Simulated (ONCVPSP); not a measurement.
**Scattering properties, ONCV potential for beryllium**

* Element: Be (Z = 4)
* Generator: ONCVPSP 4.0.1
* Type: optimised norm-conserving Vanderbilt (ONCV)
* Functional: PBEsol
* Relativity: scalar-relativistic
* Frozen core: [He]
* Valence charge: 2
* Reference configuration: 2s1.5 (charge +0.5)
* Partial waves: 2s: rc 2.25 bohr, ncon 4, nbas 7, qcut 2.4 1/bohr, 2 projectors, debl 1 Ha; p scattering state at 0.38 Ha: rc 2.40 bohr, ncon 4, nbas 9, qcut 2.7 1/bohr, 1 projector
* Local potential: polynomial inside 1.85 bohr (lpopt 5, dvloc0 0 Ha)
* Core correction: polynomial model core, fcfact 0.3

In the p channel the program set the typed energies aside and used 0.050 Ha.

The phase is arctan(r·R′/R) of the radial function R(r), unwrapped; energies in Ha, scanned from -2 to 5 Ha. A pole is an energy at which the radial function vanishes at the test radius. The pseudo phase is shifted by a multiple of π to meet the all-electron one at the reference energy, and phase errors are pseudo minus all-electron; the curves can meet again beyond the range given. Levels narrower than the energy grid can be missing from the lists of poles.

```
channel  radius (bohr)  reference energy (Ha)  poles, all-electron  poles, pseudo  unbroken range about the reference energy with phases within 0.05 rad  phase error 1 Ha above the reference energy (rad)
      s           2.29                  -0.35           0.50, 4.52     0.50, 4.04                                                              below 1.9                                             +0.000
      p           2.43                   0.05           0.35, 3.13     0.36, 3.89                                                              below 0.8                                             +0.180
```

Phases in the s channel:

| E (Ha) | all-electron | pseudo |
| --- | --- | --- |
| -1.98 | 1.219 | 1.218 |
| -1.62 | 1.138 | 1.138 |
| -1.26 | 0.985 | 0.985 |
| -0.90 | 0.594 | 0.594 |
| -0.54 | -0.457 | -0.457 |
| -0.18 | -1.188 | -1.188 |
| 0.18 | -1.446 | -1.446 |
| 0.54 | -1.583 | -1.583 |
| 0.90 | -1.694 | -1.694 |
| 1.26 | -1.830 | -1.831 |
| 1.62 | -2.101 | -2.107 |
| 1.98 | -3.008 | -3.061 |
| 2.34 | -4.085 | -4.126 |
| 2.70 | -4.399 | -4.425 |
| 3.06 | -4.524 | -4.548 |
| 3.42 | -4.595 | -4.621 |
| 3.78 | -4.642 | -4.676 |
| 4.14 | -4.679 | -4.728 |
| 4.50 | -4.711 | -4.793 |
| 4.86 | -4.741 | -4.925 |
